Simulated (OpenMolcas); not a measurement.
Computed levels of 3s² 3p² in ions with 14 electrons, in cm-1 above ³P₀.

```json
{
 "Program": "OpenMolcas 26.06",
 "Method": "CASSCF",
 "Basis": "ANO-RCC-VQZP",
 "Scalar Hamiltonian": "DKH2, point nucleus",
 "Spin-orbit coupling": "state interaction with AMFI integrals over the reference wave functions, term energies averaged over their components"
}
```

Active space for each ion: 4 electrons in 4 orbitals (3s 3p).

```tsv
Level	P+	S2+	Ar4+
³P₁	143	263	693
³P₂	412	743	1864
¹D₂	11675	14303	19510
¹S₀	20848	25869	35783
```

Estimate ³P₂, ¹D₂, ¹S₀ for Cl3+ from its neighbours S2+ and Ar4+.

³P₂ is fine structure, which grows about as the fourth power of a screened charge, so the fourth roots are averaged: ((743^0.25 + 1864^0.25) / 2)^4 = 1208. The calculation gives 1212, so the estimate is off by -0.3 %; the measured value is 1341 (Moore, Atomic Energy Levels, vol. I, NSRDS-NBS 35 (1971 reprint of NBS Circular 467, 1949)).
¹D₂ is another term, which grows about linearly with the charge: (14303 + 19510) / 2 = 16906. The calculation gives 16901, so the estimate is off by 0 %; the measured value is 13766 (Moore, Atomic Energy Levels, vol. I, NSRDS-NBS 35 (1971 reprint of NBS Circular 467, 1949)).
¹S₀ is another term, which grows about linearly with the charge: (25869 + 35783) / 2 = 30826. The calculation gives 30838, so the estimate is off by 0 %; the measured value is 32550 (Moore, Atomic Energy Levels, vol. I, NSRDS-NBS 35 (1971 reprint of NBS Circular 467, 1949)).

Without dynamic correlation excited terms often stand tens of per cent too high (terms of higher spin than the ground term too low), and those without a measured partner can miss by more than the paired ones (holds for P+). Computed and measured levels are paired by configuration, term and J; levels that our copy of the source lacks, or whose pairing is in doubt (as where it misses far off the trend of its configuration), stay unpaired and out of the deviations. Levels of configurations outside the active space are missing.
